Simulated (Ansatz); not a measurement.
Consider the formal exchange of groups at a B–In bond: `[BH2][InH][CH2]F` + `C[SiH3]` → `BC[SiH3]` + `F[CH2][InH2]`.

Computed with Ansatz on PBE0-D4/def2-TZVP structures; ΔE is electronic, products minus reactants. CCSD(T)/CBS adds triple-zeta CCSD(T) − MP2 to the extrapolated MP2 energy (def2 sets, frozen cores). This one scheme is used for every species. DFT in def2-TZVPP. B3LYP here is the variant with VWN-RPA as its local correlation; programs differ in this. def2 core potentials past Kr. For In outer-core shells are correlated without core-valence functions, which leaves a few kJ/mol of doubt a bond. One conformer a species, not always the lowest.

```csv
level,ΔE (kJ/mol),difference from CCSD(T)/CBS
PBE-D4,-27.3,-3.1
r2SCAN-D4,-29.4,-5.2
PBE0-D4,-29.4,-5.2
B3LYP-D4,-28.3,-4.1
ωB97X-V,-29.4,-5.2
ωB97M-V,-32.0,-7.8
B2PLYP,-26.3,-2.1
PBE,-25.6,-1.4
r2SCAN,-29.1,-4.9
PBE0,-28.0,-3.8
B3LYP,-25.4,-1.2
HF/def2-TZVPP,-27.7,-3.5
MP2/def2-TZVPP,-26.4,-2.2
SCS-MP2/def2-TZVPP,-25.3,-1.1
CCSD/def2-TZVPP,-23.9,0.3
CCSD(T)/def2-TZVPP,-24.9,-0.7
HF/def2-QZVPP,-28.0,-3.8
MP2/def2-QZVPP,-26.1,-1.9
SCS-MP2/def2-QZVPP,-25.1,-0.9
HF/CBS(def2),-28.1,-3.9
MP2/CBS(def2),-25.7,-1.5
CCSD/CBS(def2),-23.2,1.0
CCSD(T)/CBS,-24.2,0
```

Largest T1 diagnostic among the species: 0.014.
